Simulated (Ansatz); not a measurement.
Reactions of FH$_{5}$O$_{4}$Si$_{2}$ (`O[SiH](F)[Si](O)(O)O`).

Gas-phase electronic energies from Ansatz, PBE0-D4/def2-TZVP geometries. CCSD(T)/CBS adds triple-zeta CCSD(T) − MP2 to the extrapolated MP2 energy (def2 sets, frozen cores). This one scheme is used for every species. Functionals use def2-TZVPP. Elements past krypton have def2 core potentials. For Te outer-core shells are correlated without core-valence functions, which leaves a few kJ/mol of doubt a bond. One conformer a species, not always the lowest.

```json
{"reaction": "`O[SiH](F)[Si](O)(O)O` → `O[Si](O)(O)O[SiH2]F`", "PBE-D4 (kJ/mol)": "-124", "r2SCAN-D4 (kJ/mol)": "-152", "HF/CBS(def2) (kJ/mol)": "-193", "CCSD/CBS(def2) (kJ/mol)": "-163", "CCSD(T)/CBS(def2) (kJ/mol)": "-158"}
{"reaction": "`O[SiH](F)[Si](O)(O)O` → `O[Si](O)(O)F` + `O[SiH]`", "PBE-D4 (kJ/mol)": "172", "r2SCAN-D4 (kJ/mol)": "176", "HF/CBS(def2) (kJ/mol)": "136", "CCSD/CBS(def2) (kJ/mol)": "155", "CCSD(T)/CBS(def2) (kJ/mol)": "158"}
{"reaction": "`O[SiH](F)[Si](O)(O)O` + `BO` → `BO[Si](O)(O)O` + `O[SiH2]F`", "PBE-D4 (kJ/mol)": "-95", "r2SCAN-D4 (kJ/mol)": "-123", "HF/CBS(def2) (kJ/mol)": "-161", "CCSD/CBS(def2) (kJ/mol)": "-133", "CCSD(T)/CBS(def2) (kJ/mol)": "-128"}
{"reaction": "`O[SiH](F)[Si](O)(O)O` + `N[Si](O)(F)F` → `O[SiH](F)N[Si](O)(F)F` + `O[SiH](O)O`", "PBE-D4 (kJ/mol)": "-82", "r2SCAN-D4 (kJ/mol)": "-103", "HF/CBS(def2) (kJ/mol)": "-123", "CCSD/CBS(def2) (kJ/mol)": "-109", "CCSD(T)/CBS(def2) (kJ/mol)": "-107"}
{"reaction": "`O[SiH](F)[Si](O)(O)O` + `N[SiH2]S` → `N[SiH2][SiH](O)F` + `O[Si](O)(O)S`", "PBE-D4 (kJ/mol)": "-4", "r2SCAN-D4 (kJ/mol)": "-6", "HF/CBS(def2) (kJ/mol)": "4", "CCSD/CBS(def2) (kJ/mol)": "-1", "CCSD(T)/CBS(def2) (kJ/mol)": "-2"}
{"reaction": "`O[SiH](F)[Si](O)(O)O` → `O[SiH](O)O` + `O[Si]F`", "PBE-D4 (kJ/mol)": "120", "r2SCAN-D4 (kJ/mol)": "131", "HF/CBS(def2) (kJ/mol)": "101", "CCSD/CBS(def2) (kJ/mol)": "113", "CCSD(T)/CBS(def2) (kJ/mol)": "115"}
{"reaction": "`O[SiH](F)[Si](O)(O)O` + H₂Te → `O[Si](O)(O)[TeH]` + `O[SiH2]F`", "PBE-D4 (kJ/mol)": "-63", "r2SCAN-D4 (kJ/mol)": "-73", "HF/CBS(def2) (kJ/mol)": "-80", "CCSD/CBS(def2) (kJ/mol)": "-78", "CCSD(T)/CBS(def2) (kJ/mol)": "-79"}
```

Largest T1 diagnostic: 0.016, for `O[SiH]`.
